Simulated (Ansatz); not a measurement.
CdI, SMILES [Cd+][I], charge +1.

The structure is a stationary point at r2SCAN-D4/def2-TZVP. The spin state was assumed, not searched. The def2 effective core potentials stand for the cores of Cd, I; spin–orbit coupling is left out.

Two levels are set side by side: PBE/def2-TZVPD (Ansatz, a program for electronic structure) and CAM-B3LYP/def2-TZVPD (Ansatz). Energy differences of separate SCF runs at the same geometry; the states with an electron removed or added have multiplicity 2 and 2. Differences are taken from unrounded values.

```json
[
 {"quantity": "vertical ionisation energy (eV)", "CAM-B3LYP": "15.12", "PBE": "15.22", "PBE minus CAM-B3LYP": "0.10"},
 {"quantity": "vertical electron affinity (eV)", "CAM-B3LYP": "8.24", "PBE": "8.07", "PBE minus CAM-B3LYP": "-0.17"},
 {"quantity": "vertical singlet–triplet gap (eV)", "CAM-B3LYP": "1.34", "PBE": "1.50", "PBE minus CAM-B3LYP": "0.16"}
]
```
